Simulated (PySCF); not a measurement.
**Two-component Hartree-Fock for Ne⁺ (neon, charge +1)**

Start: [He] 2s2 2p5; 2p1/2 filled at m_j = -1/2, +1/2; 2p3/2 filled at m_j = -1/2, +1/2, +3/2. Calculated with PySCF 2.14 in x2c-TZVPPall-2c: generalised Hartree-Fock with the X2C-1e Hamiltonian and a Gaussian nucleus; one run each with spin-orbit coupling (SO) switched off, then screened by Boettger's factors.

```tsv
spinor shell	electrons	ε, spin-free (eV)	ε, screened SO (eV)	weight of nominal j (screened SO)	rms radius, screened SO (bohr)
1s1/2	2	-915.70	-915.68	1.000	0.183
2s1/2	2	-71.443	-71.438	1.000	0.943
2p1/2	2	-43.746	-43.736	0.658	0.993
2p3/2	3	-43.746	-43.757	0.772	0.993
```

```
   quantity   spin-free  screened SO
E (hartree)  -127.95270   -127.95400
        M_J         3/2          3/2
       ⟨J²⟩       3.754        3.754
       ⟨L²⟩       2.002        2.002
       ⟨S²⟩       0.752        0.752
```

Each row is a mean over spinors that exchange with the open shell spreads, by up to 6.169 eV (2s1/2).

Rows whose weight is well below 1 are mixtures of j = l ± 1/2: exchange outweighs spin-orbit coupling there, and the label is only the starting occupation.

Without spin-orbit coupling the j labels of p, d and f shells carry no meaning; the spin-free column gives the mean over the occupied spinors of each nl shell.
